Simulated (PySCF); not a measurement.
BrF₂H₂NSi. Atoms are numbered in the order given.

```xyz
7

N      1.4176     1.6565     0.0000
Si    -0.0443     0.8140     0.0000
F     -0.8762     1.2226     1.3093
F     -0.8762     1.2226    -1.3093
Br     0.0719    -1.3844     0.0000
H      1.9764     1.7288     0.8419
H      1.9764     1.7288    -0.8419
```

The structure is a stationary point at PBE0-D3(BJ)/def2-SVP. This is a generated structure with no PubChem entry under its InChIKey; it may be hypothetical. Other conformers were not sampled.

The numbers are results of PBE0/def2-TZVP (PySCF), not measurements.

```
Quantity                                                                                                        Value
---------------------------------------------------------------------------------------------  ----------------------
total energy                                                                                      -3118.97215 hartree
point group                                                                                                        Cs
highest occupied level                                                                                       -8.36 eV
lowest empty level                                                                                            0.16 eV
orbital gap                                                                                                   8.53 eV
dipole moment                                                                                                  2.89 D
quadrupole, principal values (traceless, Buckingham form, about the centre of nuclear charge)  -6.82, -2.32, 9.14 D·Å
mean static polarisability                                                                       47.3 bohr³ (7.01 Å³)
polarisability, principal values                                                               40.9, 43.0, 58.2 bohr³
```
